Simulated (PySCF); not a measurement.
# How methods differ on the ionisation energy of C+

C+ [He] 2s2 2p1 (2P) → C(2+) [He] 2s2 (1S), as a difference of total energies. Calculation: PySCF 2.14, in def2-TZVPPD; no relativity, point nucleus. Correlated levels: valence and next inner shell: nothing frozen. The calculations carry no spin-orbit coupling.

```tsv
method	ionisation energy (eV)	plus first-order spin-orbit estimate	error of that sum (eV)
UHF	24.170	24.176	-0.207
MP2 (valence and next inner shell)	24.387	24.392	+0.009
SCS-MP2 (valence and next inner shell)	24.344	24.349	-0.034
CCSD (valence and next inner shell)	24.228	24.234	-0.149
CCSD(T) (valence and next inner shell)	24.257	24.262	-0.121
CCSDT (valence and next inner shell)	24.266	24.271	-0.112
```

Reference: 24.383 eV (measured; NIST Atomic Spectra Database, ionization energies).

A first-order spin-orbit estimate (lowest level to lowest level, LS coupling) adds 0.005 eV.

Errors of the correlated levels include the incompleteness of this basis.

The coupled-cluster amplitudes are large for C(2+) (T1 above 0.03 or a double amplitude above 0.15), so a single reference is strained.
